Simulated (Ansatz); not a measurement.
Ansatz (an electronic-structure program) input (RI-MP2/def2-TZVPPD):
A basis named .json is the Basis Set Exchange file of that set.

Ansatz 0.2 input:
```yaml
crystal:
  periodic: [false, false, false]
  atoms:
    - {symbol: Cu, position_ang: [-0.03571283, -0.22167885, 0.14645567]}
    - {symbol: Cl, position_ang: [0.11241081, 1.51136477, -1.00961733]}
    - {symbol: O, position_ang: [-0.16108842, -1.85683623, 1.23845008]}
    - {symbol: H, position_ang: [0.15219239, -1.77130001, 2.14737479]}
    - {symbol: H, position_ang: [0.26120321, -2.63852454, 0.86130475]}
basis:
  gaussian:
    orbitals: def2-TZVPPD.json
    fitting: {mean_field: def2-universal-jkfit, correlation: def2-TZVPPD-RIFIT.json}
magnetization: {spin_polarized: false}
correlation: {method: mp2, electrons: outside_noble_gas}
```

End of the output:

```
integrals: 0.16 GiB planned
505 factors; integrals over basis functions are off by at most 1.4e0 eV
534 factors; integrals over basis functions are off by at most 1.7e2 eV
mean field: 0.62 GiB planned
mean field evaluation 1: about -59168.5985 eV, gradient 6.8e1 eV
mean field evaluation 2: about -59164.8825 eV, gradient 1.1e2 eV
mean field evaluation 4: about -59173.4363 eV, gradient 2.6e0 eV
mean field evaluation 8: about -59173.4589 eV, gradient 1.4e-6 eV
mean field -59173.45886452 eV, -2174.5845040603 hartree, gradient 1.4e-6 eV, S^2 0.000000; 0 other end points of the search recorded, 0 dependent functions left out
15 core orbitals not correlated
reference -59173.45886452 eV, -2174.5845040603 hartree; 13, 13 occupied and 164, 164 virtual orbitals, 534 factors
second order -26.44427196 eV of doubles, -0.00000000 eV of singles
Total energy: -59199.90313649 eV, -2175.5563131304 hartree
```
